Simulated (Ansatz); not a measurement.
Conformers and stereoisomers of C2H2BrI (`BrC=CI`), each relaxed with PBE0-D4/def2-TZVP in Ansatz. CBS adds the triple-zeta coupled-cluster correction to the MP2 limit.

Elements past krypton have def2 core potentials. Outer-core shells of Br, I are correlated without core-valence functions. Scalar relativity is left out up to krypton. Spin–orbit coupling is left out.

Not all of them had a frequency check.

Conformer A:

Cartesian coordinates in Å:
```
Br -1.677 0.568 -1.297
C -0.692 -0.034 0.169
C 0.626 -0.117 0.236
I 1.955 0.390 -1.256
H -1.310 -0.325 1.009
H 1.098 -0.482 1.139
```

Conformer B:

```xyz
6

Br    1.963    1.216   -0.255
C     0.184    0.611   -0.218
C    -0.128   -0.594    0.218
I    -2.089   -1.261    0.259
H    -0.529    1.337   -0.582
H     0.599   -1.309    0.579
```

Which is lowest in electronic energy at CCSD(T)/CBS (frozen core, def2 sets), and by how much? (Estimate.)

Ansatz gave: A; B lies 0.5 kJ/mol higher. Gaps under about 2 kJ/mol don't settle the order.

Give the energies relative to A (kJ/mol) with ωB97M-V/def2-TZVPP, r2SCAN/def2-TZVPP, PBE0/def2-TZVPP, B3LYP/def2-TZVPP, HF/def2-TZVPP, SCS-MP2/def2-QZVPP, MP2/CBS(def2). (An estimate is asked.)

Computed: 
```tsv
level	B
ωB97M-V/def2-TZVPP	-0.1
r2SCAN/def2-TZVPP	-0.9
PBE0/def2-TZVPP	-1.6
B3LYP/def2-TZVPP	-3.9
HF/def2-TZVPP	-6.5
SCS-MP2/def2-QZVPP	0.1
MP2/CBS(def2)	2.7
```

B3LYP here is the variant with VWN-RPA as its local correlation; programs differ in this.
